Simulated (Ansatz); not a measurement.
`NB(Cl)Cl` + `BO` → `BOB(N)Cl` + HCl at 600 K and 1 bar (ligand exchange at a B–Cl bond).

Computed with Ansatz on PBE0-D4/def2-TZVP structures; ΔE is electronic, products minus reactants. CBS: MP2 limit from def2 TZ/QZ plus the TZ coupled-cluster correction, frozen cores. This one scheme is used for every species. One conformer a species, not always the lowest.

```tsv
species	CCSD(T)/CBS energy (Eh)	H − E (kJ/mol)	S (J/(mol·K))
`NB(Cl)Cl`	-1000.39362	129.9	352.8
`BO`	-101.80414	119.7	267.1
`BOB(N)Cl`	-641.82248	210.0	422.2
HCl	-460.38127	35.4	207.2
```

H − E and S are ideal-gas, rigid-rotor, harmonic terms from PBE0-D4/def2-TZVP, for one conformer and one mirror image of each species. 1 Eh = 2625.50 kJ/mol, R = 8.31446 J/(mol·K).

Q: By hand: ΔE, ΔH, ΔS and ΔG.

A: ΔE = (-641.82248) + (-460.38127) − (-1000.39362) − (-101.80414) = -0.00599 Eh = -15.7 kJ/mol. Δ(H − E) = 210.0 + 35.4 − 129.9 − 119.7 = -4.2, so ΔH = -19.9 kJ/mol. ΔS = 422.2 + 207.2 − 352.8 − 267.1 = 9.5 J/(mol·K). ΔG = -19.9 − 600 × (9.5)/1000 = -25.6 kJ/mol.

Q: By hand: the equilibrium constant, and the temperature at which ΔG would vanish if ΔH and ΔS stayed fixed.

A: log₁₀ K = −ΔG/(RT ln 10) = 2.2. ΔH and −TΔS have one sign here, so there is no such temperature.

The number of gas molecules stays the same, so ΔS is small and ΔH decides. A doubt of 5 kJ/mol in ΔE shifts log₁₀ K by 0.4 here. Other conformers and mirror images would add mixing entropy, several J/(mol·K) or more a flexible species. Modes under 60 cm⁻¹, often nearly free rotors, make the harmonic entropy too high. These are equilibria of isolated gas molecules and say nothing of rates. Largest T1 diagnostic: 0.014 (customary marks: 0.02 for closed shells, 0.045 for open ones).

ΔS is within the doubt of such terms, so its sign, and with it that verdict, could turn.
